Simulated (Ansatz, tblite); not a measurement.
Removing and adding an electron: B₈N₈. The state is a singlet with charge 0. Geometry: r2SCAN-D4/def2-SVP. Ansatz, gas phase; energy differences of separate SCF runs; the oxidised species was run as a doublet alone; the reduced species was run as a doublet alone.

```xyz
16

B     0.323    2.500   -0.070
N    -0.926    2.739   -0.316
N     1.264    1.445    0.040
B     0.483    0.429    0.904
B    -1.073    1.310   -0.496
N    -0.960    0.402    0.728
N     1.164   -0.922    1.217
B     0.152   -1.582    1.958
B    -1.174   -1.111    0.707
N    -1.118   -1.838    1.958
B     0.941    0.646   -1.215
N    -0.480    0.652   -1.719
N     1.312   -0.758   -1.416
B     0.855   -1.418   -0.189
B    -0.183   -0.764   -1.553
N    -0.580   -1.728   -0.537
```

The xTB rows come from tblite. Single mean-field runs in def2-TZVP are fitted with def2-universal-jkfit. HOMO above LUMO, or a gap near zero within one spin, warns that the state may not be the lowest or that an electron is smeared out.

```tsv
level	−HOMO (eV)	vertical IE (eV)	−LUMO (eV)	vertical EA (eV)	HOMO–LUMO gap (eV)	IE − EA (eV)	remarks
GFN1-xTB	11.01	13.72	8.76	5.86	2.25	7.86	–
GFN2-xTB	11.12	13.90	8.82	5.91	2.31	7.99	–
PBE-D4/def2-TZVP	6.81	9.33	3.88	1.63	2.93	7.70	HOMO above zero (-1 doublet), gap within one spin near zero (+1 doublet), gap within one spin near zero (-1 doublet)
PBE0-D4/def2-TZVP	8.07	9.76	2.98	1.47	5.09	8.29	HOMO above zero (-1 doublet)
ωB97M-V/def2-TZVP	10.35	10.09	0.94	1.09	9.41	8.99	–
```

   A HOMO above zero means that the electron is unbound at that level or that self-interaction error raises the level; the energy of removing that electron tells which. Raw xTB energy differences between charge states are shifted by several eV; the methods need an empirical correction for them. Sets without diffuse functions give affinities that are too small.
